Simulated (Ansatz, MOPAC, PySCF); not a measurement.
Dimer: NH3 (SMILES N) (first 4 atoms) with H4OSi (SMILES O[SiH3]); geometry from B3LYP-D3(BJ)/def2-TZVP.
(charge 0, multiplicity 1):
```xyz
10

N      0.440    -0.217     0.107
H      0.433     0.735    -0.244
H      1.259    -0.679    -0.272
H     -0.378    -0.688    -0.263
O      0.622    -0.355     2.925
Si    -0.548     0.320     3.847
H      0.544    -0.299     1.945
H     -0.687     1.783     3.609
H     -0.177     0.102     5.263
H     -1.885    -0.287     3.604
```

Monomers are frozen at their geometry in the pair; levels with a basis set take the counterpoise correction. Rows marked so take none.

Rows in 6-31G* carry no dispersion term and start afresh at each structure (6-31G* with six Cartesian d functions). The state reached by PM3 isn't checked.

The values were computed with Ansatz (a first-principles code); MOPAC for PM3 (differences of heats of formation); PySCF for 6-31G* rows, the dispersion terms. Values without a source in brackets are computed.

Task: One of these levels gives -2.70 kcal/mol for the interaction energy. Which one is it?
A) PBE-D3(BJ)/def2-TZVPPD
B) PM3
C) revPBE-D3(BJ)/def2-TZVPPD
D) M06-2X/6-31G* (no counterpoise)

Result: B, PM3. The others give -10.42 (PBE-D3(BJ)/def2-TZVPPD), -9.35 (revPBE-D3(BJ)/def2-TZVPPD), -12.68 (M06-2X/6-31G* (no counterpoise))
